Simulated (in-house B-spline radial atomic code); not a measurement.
A calculation on Zr8+: its settings, and results tabulated from the run. Method: Dirac-Kohn-Sham LC-wPBE, spherical fractional occupations, exact exchange averaged over the configuration, Fermi nucleus of rms radius 4.2694 fm. Calculated with a B-spline radial code for spherical atoms.

Command:
```bash
python run_scf.py task.json out
```
Settings (nuclear radius in fm, mass in u):
```
Z                40
configuration    [Ar] 3d10 4s2 4p2
hamiltonian      dirac
method           lc_wpbe
spin_polarised   False
nucleus          fermi
rms_radius       4.2694
atomic_mass      89.9047
speed_of_light   137.035999084
exact_exchange   averaged over the configuration
```

Output (hartree, bohr):
```
 radial grid: 65 intervals, B-splines of order 8, outer radius 11.954 bohr

 iter        energy (Eh)    residual
    1       -3566.059642    9.73e-01
    2       -3575.836060    6.92e-01
    3       -3580.145529    1.58e-01
    4       -3580.388998    3.50e-02
    5       -3580.396995    1.87e-02
    6       -3580.400871    4.94e-04
    7       -3580.400874    4.86e-05
    8       -3580.400874    3.21e-06
    9       -3580.400874    8.08e-08

 total energy                     -3580.40087
 kinetic                            3700.6505
 electron-nucleus                  -8487.9056
 Hartree                            1316.6066
 exact exchange                       -6.7799
 exchange-correlation               -102.9725

 first-order corrections (not in the total)
   Gaunt                             2.2690
   retardation                      -0.2224
   frequency dependence             -0.0126
   self-energy                       1.5287
   Uehling                          -0.1690
   Wichmann-Kroll                    0.0023
   recoil                            0.0156

 orbital      occ     eigenvalue          <r>       <r^2>       <1/r>       <r^4>       r_max    small
 1s1/2      2.000      -659.9181    0.0370611  0.00185222     41.2627 8.86837e-06     0.02413  2.12e-02
 2s1/2      2.000       -95.7656     0.162218   0.0310799     9.34584  0.00166887       0.137  4.31e-03
 2p1/2      2.000       -88.0920     0.138608   0.0235796     9.31768  0.00111883       0.107  4.31e-03
 2p3/2      4.000       -84.9347     0.142981   0.0249626     8.91503  0.00123937      0.1106  4.18e-03
 3s1/2      2.000       -19.8099     0.456698    0.239123     3.17118   0.0887891      0.4077  1.13e-03
 3p1/2      2.000       -16.9477     0.452991     0.23913     3.06669   0.0936991      0.3956  1.07e-03
 3p3/2      4.000       -16.4414     0.463222    0.249821     2.97081    0.102045      0.4046  1.04e-03
 3d3/2      4.000       -11.3974     0.445902    0.239619     2.77419    0.111602      0.3449  9.28e-04
 3d5/2      6.000       -11.3041     0.449297    0.243117     2.74947    0.114686      0.3475  9.18e-04
 4s1/2      2.000        -6.3609      1.11105     1.38624     1.23314     2.76117       1.031  2.92e-04
 4p1/2      0.667        -5.4892      1.17779     1.56584     1.14896     3.58196       1.085  2.63e-04
 4p3/2      1.333        -5.3980      1.19671       1.616     1.12597     3.80798       1.104  2.57e-04
```

Time taken, with all properties: 2.7 s on 1 thread of Intel(R) Xeon(R) Platinum 8488C, with other jobs on the host.

For the Dirac Hamiltonian the kinetic term is c α·p + (β - 1)c².
